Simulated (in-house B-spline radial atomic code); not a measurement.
## Excitations of Ag45+ by several methods

Full response, energies in eV; labels give the largest channel, * marks a mixed state, a dash one above the method's threshold, and an imaginary frequency an unstable closed-shell reference. Computed with an all-electron radial atomic-structure program (B-spline basis): linear response of the closed shell 1s2 with each method's own kernel (bare exchange for TDHF, static screening on G0W0 levels for BSE, the adiabatic kernel for functionals); non-relativistic, point nucleus, no spin-orbit coupling, no double excitations, S, P, D and F terms only.

Without relativity these are model numbers for so heavy an element.

| method | 1s → 2s 3S | 1s → 2p 3P | 1s → 2s 1S | α (bohr³) |
| --- | --- | --- | --- | --- |
| TDHF | 21984.96 | 22032.79 | 22040.05 | 1.902e-06 |
| PBE | 21877.46 | 21935.55 | 21931.37 | 1.91e-06 |
| RPBE | ? | ? | ? | ? |
| PBE0 | 21904.65 | 21960.15 | 21958.82 | 1.908e-06 |
| B3LYP (VWN-RPA) | ? | ? | ? | ? |

**Question.** What does B3LYP (VWN-RPA) give?

**Answer.** 1s → 2s 3S: 21774.56; 1s → 2p 3P: 21876.29; 1s → 2s 1S: 21909.64; α: 1.908e-06 (eV, bohr³).

**Question.** What does RPBE give?

**Answer.** 1s → 2s 3S: 21877.89; 1s → 2p 3P: 21936.67; 1s → 2s 1S: 21931.81; α: 1.909e-06 (eV, bohr³).
